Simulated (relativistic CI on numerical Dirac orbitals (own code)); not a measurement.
# Excitation temperature from two lines of Mo I

Problem. In an optically thin plasma whose excited levels follow a Boltzmann distribution, the energy emitted in Mo I 5533.03 Å and 4188.32 Å has the ratio 1.71 (an assumed reading, corrected for the detector). Tabulated data (NIST Handbook of Basic Atomic Spectroscopic Data): upper levels 28836.6 and 40653.7 cm⁻¹, g = 5 and 13, A = 3.72 × 10^7 and 3.32 × 10^7 s⁻¹. Calculate the temperature, its uncertainty for 15 % in the ratio of intensities and A values together, and the strength of these other lines with tabulated A (λ in Å, g, A, upper level): 3447.12, 11, 8.75 × 10^7, 41347.7; 5506.49, 7, 3.61 × 10^7, 28923.7; 5570.44, 3, 3.30 × 10^7, 28715.2; 4069.88, 11, 3.25 × 10^7, 41347.7.

Working.
1. The emitted power of a line is proportional to (gA/λ) exp(−E/kT), so I₁/I₂ = (g₁A₁λ₂/g₂A₂λ₁) exp[(E₂ − E₁)/kT].
2. The prefactor is 0.3262 and E₂ − E₁ = 11817.1 cm⁻¹ = 1.465 eV.
3. kT = (E₂ − E₁)/ln(1.71/0.3262) = 11817.1/1.6567 = 7133 cm⁻¹ = 0.884 eV, or T = 10260 K.
4. δT/T = (kT/ΔE) × 15 % = 9.1 %; lines whose upper levels lie far apart give the better thermometer.
5. Other lines relative to the first: 3447.12 Å: 1.4, 5506.49 Å: 1.3, 5570.44 Å: 0.54, 4069.88 Å: 0.45.

Remark. Dense plasmas such as arcs and laser-ablation plumes come near a Boltzmann distribution among excited levels, though their strong lines may be self-absorbed. Low-pressure etch and deposition plasmas, at 10¹⁰ to 10¹³ electrons per cm³, do not: there the number found is an excitation temperature of these levels and not the electron temperature.
